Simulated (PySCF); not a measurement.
## Deuteron quadrupole couplings in `C=C[C@@H]1CC[Si@H]1CCC`

Compound: C8H16Si.
Atom-mapped SMILES: `[CH2:1]=[CH:2][C@@H:3]1[CH2:4][CH2:5][Si@H:6]1[CH2:7][CH2:8][CH3:9]` (hydrogens: H10, H11 on C1; H12 on C2; H13 on C3; H14, H15 on C4; H16, H17 on C5; H18 on Si6; H19, H20 on C7; H21, H22 on C8; H23, H24, H25 on C9)

Cartesian coordinates in Å at the PBE0-D3(BJ)/def2-SVP level; atoms count from 1:
```xyz
25
C8H16Si angstrom
C     -3.4516   -1.5403   -0.7162
C     -2.9516   -0.3012   -0.7542
C     -2.0303    0.3033    0.2353
C     -2.3188    1.7523    0.7264
C     -0.8866    2.2697    1.0166
Si    -0.2951    0.9656   -0.2236
C      1.2364   -0.0742    0.1015
C      2.5566    0.6875   -0.0209
C      3.7787   -0.1801    0.2410
H     -3.2228   -2.2236    0.1079
H     -4.1027   -1.9177   -1.5088
H     -3.2180    0.3427   -1.6039
H     -1.9060   -0.3635    1.1074
H     -2.7646    2.3305   -0.1017
H     -3.0263    1.8106    1.5711
H     -0.7167    3.3434    0.8575
H     -0.5696    2.0151    2.0416
H     -0.2666    1.5019   -1.6238
H      1.1416   -0.5149    1.1103
H      1.2206   -0.9272   -0.6013
H      2.5563    1.5405    0.6804
H      2.6325    1.1341   -1.0278
H      3.7523   -0.6079    1.2555
H      4.7131    0.3944    0.1450
H      3.8276   -1.0215   -0.4690
```

Level: PBE0/pcSseg-1 (PySCF, non-relativistic); Q(2H) = 0.00286 b; rigid geometry, the same for H and D, with no vibrational averaging.

**Question.** Rank these positions by the coupling χzz of a deuteron there, largest first.
A. H18 (Si–H hydrogen)
B. H21 (methylene hydrogen)
C. H10 (vinylic hydrogen)
D. H25 (methyl hydrogen)

**Answer.** C (206 kHz), D (195 kHz), B (190 kHz), A (93 kHz).

**Question.** What are Vzz, η and χzz (234.96 MHz × Q × Vzz) at all hydrogens?

**Answer.** 
| atom | bonded to | bond length (Å) | Vzz (au) | η | χzz (kHz) |
| --- | --- | --- | --- | --- | --- |
| H10 | C1 | 1.095 | 0.3064 | 0.07 | 206 |
| H11 | C1 | 1.093 | 0.3092 | 0.06 | 208 |
| H12 | C2 | 1.099 | 0.2945 | 0.06 | 198 |
| H13 | C3 | 1.105 | 0.2878 | 0.08 | 193 |
| H14 | C4 | 1.104 | 0.2837 | 0.01 | 191 |
| H15 | C4 | 1.103 | 0.2886 | 0.00 | 194 |
| H16 | C5 | 1.099 | 0.3034 | 0.05 | 204 |
| H17 | C5 | 1.103 | 0.2955 | 0.05 | 199 |
| H18 | Si6 | 1.500 | 0.1382 | 0.02 | 93 |
| H19 | C7 | 1.105 | 0.2880 | 0.03 | 194 |
| H20 | C7 | 1.105 | 0.2872 | 0.03 | 193 |
| H21 | C8 | 1.104 | 0.2823 | 0.03 | 190 |
| H22 | C8 | 1.104 | 0.2823 | 0.03 | 190 |
| H23 | C9 | 1.101 | 0.2911 | 0.02 | 196 |
| H24 | C9 | 1.101 | 0.2924 | 0.02 | 196 |
| H25 | C9 | 1.102 | 0.2898 | 0.02 | 195 |

**Question.** Average by the element that carries the hydrogen.

**Answer.** on C: 196 kHz over 15 positions, mean bond length 1.102 Å; on Si: 93 kHz over 1 position, mean bond length 1.500 Å.

**Question.** How does χzz go with the bond length over the 15 C–H bonds?

**Answer.** A straight-line fit has a slope of -13.8 kHz for each 0.01 Å, with a correlation coefficient of -0.92, over lengths from 1.093 to 1.105 Å. The longer bonds have the smaller couplings here.

**Question.** Give the 2H NMR doublet splittings at H10 for a magnetic field along the z, y and x axes of the gradient: 3χ/2, 3χ(1 + η)/4, 3χ(1 − η)/4.

**Answer.** With |χ| = 205.9 kHz and η = 0.067: 309, 165 and 144 kHz, to first order and without motion.

The structure is a single PBE0-D3(BJ)/def2-SVP conformer in the gas phase; no vibrational or solvent corrections. The small basis limits the accuracy of the gradients.

These values come from a run that also computed NMR shieldings. The run took 1.8 min wall on one thread, Arm Neoverse N1 (aarch64), shared host with 64 logical CPUs at a one-minute load of 61, and the process peaked at 1.2 GiB of memory.
